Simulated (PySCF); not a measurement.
Excitations are Tamm–Dancoff values on a coarser integration grid. The basis has no diffuse functions, so Rydberg states are missing or too high.

Cartesian coordinates (Å):
```xyz
7

O     -1.4204    -0.9087     0.1473
Al     0.0059    -0.0025    -0.0046
O      1.4873    -0.7893    -0.2589
O     -0.0489     1.6900     0.0976
H     -1.4226    -1.8673     0.0930
H      2.3123    -0.3057    -0.3451
H     -0.8710     2.1654     0.2394
```
Charge 0, multiplicity 1.

Problem. Estimate the total energy, T1 excitation (TDA), dipole moment, S1 excitation (TDA), HOMO–LUMO gap, S1–T1 gap (TDA), HOMO and LUMO that PBE-D3(BJ)/def2-TZVP // TPSSh-D3(BJ)/def2-TZVP (PySCF 2.14.0) returns for this input.

Solution. 
```json
{
 "total_energy": "-469.8212 Ha",
 "T1 excitation (TDA)": "5.78 eV",
 "dipole_moment": "0.00 D",
 "S1 excitation (TDA)": "6.02 eV",
 "HOMO–LUMO gap": "5.95 eV",
 "S1–T1 gap (TDA)": "0.24 eV",
 "HOMO": "-7.28 eV",
 "LUMO": "-1.34 eV"
}
```
